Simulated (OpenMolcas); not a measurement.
## Lines of Ni⁶⁺: computed and rescaled rates

| Property | Result |
| --- | --- |
| Program | OpenMolcas |
| Method | MS-CASPT2, IPEA 0.25 Eh, imaginary shift 0.1 Eh (closed shells correlated: 3s 3p) |
| Basis | ANO-RCC-VTZP [6s5p3d2f1g] |
| Scalar Hamiltonian | DKH2, point nucleus |
| Active space | 4 electrons in 10 orbitals (3d 4d) |
| State averaging | 2S+1 = 5 even, 5 roots; 2S+1 = 3 even, 45 roots; 2S+1 = 1 even, 44 roots |
| Spin-orbit coupling | RASSI with atomic mean-field integrals over the reference wave functions, term energies averaged over their components |

Rates come from the transition moments of the reference wave functions (E1 and E2 in the length form). At fixed line strength A goes as λ^-3 for E1 and M1 and as λ^-5 for E2, so a rate at the computed wavelength can be rescaled to the measured one. Measured vacuum wavelengths follow from level energies in Corliss and Sugar, J. Phys. Chem. Ref. Data 10, 197 (1981). Branching counts decays inside the model space alone, at computed energies, and the table is only a selection of the M1 lines, drawn from those between levels with measured partners whose computed energy lies within a factor of 1.5 of the measured one.

| Upper | Lower | Type | λ computed (nm) | λ measured (nm) | A computed (s-1) | A rescaled (s-1) | Branching % |
| --- | --- | --- | --- | --- | --- | --- | --- |
| 3d4 3P0(1) | 3d4 5D1 | M1 | 328.7 | 335.6 | 6.76e+00 |  | 100.0 |
| 3d4 3P1(1) | 3d4 5D2 | M1 | 316.3 | 322.2 | 5.21e+00 |  | 88.9 |
| 3d4 3F4(1) | 3d4 5D4 | M1 | 304.5 | 310.7 | 3.57e+00 |  | 80.8 |
| 3d4 3P2(1) | 3d4 5D3 | M1 | 297.4 | 302.7 | 3.46e+00 |  | 89.3 |
| 3d4 3F3(1) | 3d4 5D3 | M1 | 298.7 | 304.9 | 2.11e+00 |  | 65.0 |
| 3d4 3F2(1) | 3d4 5D2 | M1 | 292.7 | 299 | 9.66e-01 |  | 58.0 |
| 3d4 3F3(1) | 3d4 5D2 | M1 | 291.9 | 298.4 | 8.33e-01 |  | 25.6 |
| 3d4 3F2(1) | 3d4 5D1 | M1 | 288 | 294.4 | 5.41e-01 |  | 32.5 |
| 3d4 3G4 | 3d4 5D4 | M1 | 269.5 | 275.1 | 2.39e-01 |  | 41.1 |
| 3d4 3G5 | 3d4 3H5 | M1 | 1374 | 1437 | 2.34e-01 |  | 35.8 |
| 3d4 3G5 | 3d4 3H6 | M1 | 1527 | 1570 | 2.06e-01 |  | 31.5 |
| 3d4 3G5 | 3d4 3F4(1) | M1 | 2061 | 2141 | 2.01e-01 |  | 30.7 |
| 3d4 3G3 | 3d4 5D3 | M1 | 267.6 | 272.9 | 1.83e-01 |  | 23.4 |
| 3d4 3G3 | 3d4 3F3(1) | M1 | 2571 | 2602 | 1.79e-01 |  | 22.8 |
| 3d4 3G3 | 3d4 3H4 | M1 | 1495 | 1541 | 1.66e-01 |  | 21.2 |
| 3d4 3G3 | 3d4 3F2(1) | M1 | 2508 | 2556 | 1.51e-01 |  | 19.2 |
| 3d4 3G4 | 3d4 3F4(1) | M1 | 2340 | 2398 | 1.27e-01 |  | 21.9 |
| 3d4 3G4 | 3d4 3H4 | M1 | 1352 | 1414 | 1.19e-01 |  | 20.5 |
| 3d4 3H4 | 3d4 5D4 | M1 | 336.5 | 341.5 | 5.66e-02 |  | 83.4 |
| 3d4 5D4 | 3d4 5D3 | M1 | 10380 | 11470 | 2.42e-02 | 1.79e-02 | 100.0 |
| 3d4 5D3 | 3d4 5D2 | M1 | 12810 | 13970 | 2.20e-02 | 1.70e-02 | 100.0 |
| 3d4 5D2 | 3d4 5D1 | M1 | 17890 | 19050 | 9.91e-03 | 8.21e-03 | 100.0 |
| 3d4 3H5 | 3d4 3H4 | M1 | 14350 | 16290 | 8.74e-03 | 5.97e-03 | 97.6 |
| 3d4 3H6 | 3d4 3H5 | M1 | 13730 | 16920 | 8.43e-03 | 4.50e-03 | 99.5 |
| 3d4 5D1 | 3d4 5D0 | M1 | 33890 | 35840 | 1.39e-03 | 1.18e-03 | 100.0 |

Spin-changing lines and M1 lines between different terms are not rescaled, since their strength hangs on the term gaps too.

The largest correction is for 3d4 3H6 → 3d4 3H5 (M1): 8.43e-03 × (13730 / 16920)^3 = 4.50e-03 s-1, a factor of 0.53.

The computed rate and branching of 3d4 5D1 → 3d4 5D0 give the upper level a radiative lifetime of 1.000 / 1.39e-03 s-1 = 7.19e+02 s, counting decays inside the model space alone. The rescaled rate gives about 8.5e+02 s.

These are rates of the free ion; in crystals, glasses and complexes forced electric-dipole and non-radiative decay shorten such lifetimes by orders of magnitude. No measured rate stands beside these. Rescaling mends the energy factor alone: line strengths can still be far off where a level mixes with configurations outside the active space, and weak or spin-changing lines hang on small mixing coefficients that depend on the term gaps too, so rescaling need not improve them.

Term energies are means over components that CASPT2 splits; among the terms shown or strongly mixed into the levels shown the widest spread is 240 cm-1 (3d4 3G). Active for correlation alone: 4d; no level in the range computed is led by a configuration that fills it, so any true level of that kind is missing. Computed and measured levels are paired by configuration, term and J; levels that our copy of the source lacks, or whose pairing is in doubt (as where it misses far off the trend of its configuration), stay unpaired. Only configurations of the active space appear.

A number in round brackets counts repeated terms of one configuration in the order of the reference energies.
